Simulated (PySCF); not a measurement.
HgCl2, SMILES [Cl][Hg][Cl]. Geometry optimised at B3LYP-D3(BJ)/def2-TZVP. The isomer is the one that the SMILES or the coordinates give; other isomers of the formula were not compared. The def2 effective core potentials stand for the cores of Hg; spin–orbit coupling is left out.

These are B3LYP-D3(BJ)/def2-TZVP (PySCF) values and carry that method's errors.

Harmonic wavenumbers (cm⁻¹): 96, 96, 337, 392. Rotational constants (GHz): 1.365 (linear); symmetry number 2.

Question: Work out the zero-point energy and the ideal-gas rigid-rotor harmonic-oscillator thermochemistry at 298.15 K and 1 atm.

Answer: ZPE = ½ Σ hcν = ½ × 921 cm⁻¹ = 1.32 kcal/mol. H − E(el) = 4.76 kcal/mol. Entropy in cal/(mol K): translation 42.70, rotation 17.35, vibration 9.27, total 69.31. G − E(el) = -15.91 kcal/mol. Cp = 13.95 cal/(mol K). Modes under 150 cm⁻¹ make the vibrational entropy uncertain.
